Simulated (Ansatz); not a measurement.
Relaxation of BCl₂H₅OSi (10 atoms, charge 0, multiplicity 1), to a largest force component of 0.03 eV/Å in at most 50 steps.

Level of theory: RKS BHLYP/6-31G* in Ansatz 0.2.0.

```xyz
10
Properties=species:S:1:pos:R:3
B -0.056 -0.282 -0.402
Cl -0.296 -0.151 2.655
H 0.819 0.459 -0.135
Cl -1.474 0.346 -1.246
O 0.054 -1.617 -0.118
Si -0.899 -2.941 -0.501
H -0.141 -4.115 -0.047
H -2.182 -2.858 0.213
H -1.115 -3.002 -1.954
H 0.315 -1.144 2.026
```

Question: Where does it end, and by what steps?

Answer: It converged. The force dipped under the threshold on the way, but the program's further checks kept it going. After 23 steps the energy has fallen by 0.222 eV; Cl2 moved furthest, 1.70 Å.

```tsv
step	energy less start (eV)	largest force component (eV/Å)	accepted
0	0.0000	1.187	yes
1	-0.0745	0.662	yes
2	-0.0944	0.860	yes
3	-0.1323	0.258	yes
4	-0.1464	0.215	yes
5	-0.1613	0.411	yes
6	-0.1735	0.468	yes
7	-0.1836	0.266	yes
8	-0.1849	0.432	yes
9	-0.2056	0.159	yes
10	-0.1985	0.299	no
11	-0.2087	0.072	yes
12	-0.2125	0.048	yes
13	-0.2150	0.211	yes
14	-0.2171	0.088	yes
15	-0.2155	0.191	no
16	-0.2188	0.028	yes
17	-0.2199	0.082	yes
18	-0.2204	0.061	yes
19	-0.2211	0.043	yes
20	-0.2215	0.025	yes
21	-0.2215	0.052	yes
22	-0.2213	0.058	no
23	-0.2217	0.008	yes
```

```xyz
10
Properties=species:S:1:pos:R:3
B -0.395 -0.105 -0.534
Cl 0.991 -1.190 3.033
H 0.096 0.831 -0.009
Cl -1.092 0.105 -2.147
O -0.425 -1.295 0.076
Si -1.032 -2.803 -0.375
H -0.734 -3.686 0.759
H -2.481 -2.698 -0.593
H -0.344 -3.259 -1.590
H 0.441 -1.206 1.872
```

Whether the end is a true minimum wasn't checked by a vibrational analysis.

Run time: 42 s on 2 threads of Intel(R) Xeon(R) 6975P-C (Granite Rapids) (shared host), peak memory 0.23 GiB.
